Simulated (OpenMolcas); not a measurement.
# Mn I: effect of the active space

```
Program             : OpenMolcas
Method              : CASSCF
Basis               : ANO-RCC-VQZP
Scalar Hamiltonian  : DKH2, point nucleus
Spin-orbit coupling : state interaction with AMFI integrals over the reference wave functions, term energies averaged over their components
```

A. 7 electrons in 6 orbitals (3d 4s); 2S+1 = 6 even, 6 roots; 2S+1 = 4 even, 43 roots kept (CI in the orbitals of an earlier block); 2S+1 = 2 even, 11 roots kept (CI in the orbitals of an earlier block, 0 in the spin-orbit step); cost roughly 30 core-seconds
B. 7 electrons in 11 orbitals (3d 4s 4d); 2S+1 = 6 even, 6 roots; 2S+1 = 4 even, 5 roots kept (CI in the orbitals of an earlier block, 0 in the spin-orbit step); cost about 11 core-minutes

Energies in cm-1 above 3d5 4s2 6S 5/2, the measured ground level; measured values from NIST Handbook of Basic Atomic Spectroscopic Data.

```
         Level      A      B  Measured
3d5 4s2 6S 5/2    0.0    0.0       0.0
 3d6 4s 6D 9/2  11673  15063     17052
 3d6 4s 6D 7/2  11934  15288     17282
 3d6 4s 6D 5/2  12129  15463     17452
 3d6 4s 6D 3/2  12266  15588     17568
 3d6 4s 6D 1/2  12346  15663     17637
```

Deviations, from unrounded energies. A percentage is the sum of absolute deviations over the sum of measured energies, with the sign that they share, or ± where signs differ.

```
           Against measurement  Levels      A      B
mean absolute deviation (cm-1)       5   5300   2000
      other configurations (%)       5  -30.6  -11.4
```

B lies closest to measurement on these levels. The largest miss of B in the table is 3d6 4s 6D 7/2, by -2000 cm-1. The ranking rests on the paired levels alone, and a cruder setting can come out closer through cancelling errors.

The spin-orbit steps hold different terms of 3d5 4s2 (B lacks 4D, 4G, 4P), which shifts levels as well.

Between A and B the level of the table that moves most is 3d6 4s 6D 9/2, by 3400 cm-1 (lowest in A, highest in B).

Some high roots are left out of the spin-orbit mixing, which shifts the levels that they would mix with. Without dynamic correlation excited terms often stand tens of per cent too high (terms of higher spin than the ground term too low), and those without a measured partner can miss by more than the paired ones. A single d shell beside an s shell can misplace configurations of different d count against each other (holds for A). Active for correlation alone: 4d; no level in the range computed is led by a configuration that fills it, so any true level of that kind is missing (holds for B). Measured partners are found by configuration, term and J. A level has none where our copy of the source lacks it or the pairing is in doubt (some pairs that miss far off the trend of their configuration count as doubtful), and it then counts in no deviation. Levels of configurations outside the active space are missing. Levels that lie high or do not pair safely by name in every column are left out.
